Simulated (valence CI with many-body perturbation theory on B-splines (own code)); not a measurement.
# Ti¹⁶⁺ in brief

Calculated by configuration interaction combined with many-body perturbation theory (CI+MBPT): four valence electrons over a frozen Dirac-Fock core [He], radial functions for each j: 11 s, 11 p, 9 d, 7 f, 5 g, 2 h, 1 i, with the one-electron correlation potential Σ1, the two-electron term Σ2, the three-electron term Σ3, Breit, model QED; selected CI, second order for the rest (own B-spline code, finite nucleus).

No measured spectrum was set against this ion. As an estimate, levels of excited configurations hold to 0.05 to 0.15 % of their energy, terms of the ground configuration to about 0.5 %.

Rates and lifetimes use the calculated energies. Strong lines usually hold to 10 to 20 %, long lifetimes can be off by a factor of two.

(1) What is the ground level?

(2) What is the ionisation energy?

(3) Among levels below 53.828 Ry, which E1 lines absorb most strongly from the ground level?

(4) Where does the other parity begin?

(5) Name the longest-lived excited levels whose lifetime is computed, and their main decay.

(6) How well does LS coupling describe the low levels?

(7) How is the term 3P of the ground level split?

Answers

(1) 2s2 2p2 3P_0, composition 94 % 2s2 2p2 3P + 5 % 2s2 2p2 1S.

(2) 1131.3 eV; NIST lists 1130.2 ± 0.5 eV (semi-empirical).

(3) to 2s2 2p 3d 3D°_1 at 1.812 nm, f = 1.24; to 2s 2p2 3p 3D°_1 at 1.759 nm, f = 0.222; to 2s 2p3 3D°_1 at 17.23 nm, f = 0.0776.

(4) At 2s 2p3 5S°_2, 3.040 Ry.

(5) 2s2 2p2 3P_2 at 0.508 Ry lives 4.63 ms, mostly by M1 to 2s2 2p2 3P_1; 2s2 2p2 3P_1 at 0.270 Ry lives 2.23 ms, mostly by M1 to 2s2 2p2 3P_0; 2s2 2p2 1D_2 at 1.283 Ry lives 241 μs, mostly by M1 to 2s2 2p2 3P_2.

(6) Among the lowest 20 levels the leading LS term, summed over configurations, holds 95 % on average. For single configurations the figures are 94 % in LS and 72 % in jj coupling. Terms mix most in the J = 2 level at 6.261 Ry, where the leading one holds 88 %.

(7) J = 0 at 0.000, J = 1 at 0.270, J = 2 at 0.508 Ry.
